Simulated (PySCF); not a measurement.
Ionising KS

r²SCAN; basis K 6-31G(d,p), S 6-31G(d,p); no relativity; PySCF 2.14. Neutral (UKS): doublet (π ↑), Re = 2.823 Å, ωe = 250 cm⁻¹, De = 2.77 eV, HOMO -3.64 eV, LUMO -2.74 eV.

KS⁺ (UKS): triplet (π ↑↑), Re = 3.399 Å, ωe = 103 cm⁻¹, De = 0.31 eV to K⁺ + S. The energies at the minima are -997.99216 hartree for KS and -997.74566 for KS⁺.

(1) Work out the adiabatic ionisation energy, without and with harmonic zero-point energies (1 hartree = 27.2114 eV, 1 eV = 8065.5 cm⁻¹), and the change of the bond length.

Weak bonds: KS⁺. Basis-set superposition, not corrected here, can be much of De in a small basis, most of all at correlated wavefunction levels. For an ion De counts to the pair picked by the measured ionisation energies or electron affinities, which need not be the lowest pair at this level. States were picked by a PBE0 search and need not be the measured ground states.

Results:

(1) At r²SCAN: 0.24650 hartree = 6.708 eV between the minima; the zero-point term (103.0 − 250.0)/2 cm⁻¹ = -0.009 eV makes it 6.698 eV. Re changes by +57.6 pm against the neutral. The electron leaves a π orbital, and the ion is left as a loose complex of an ion and an atom.
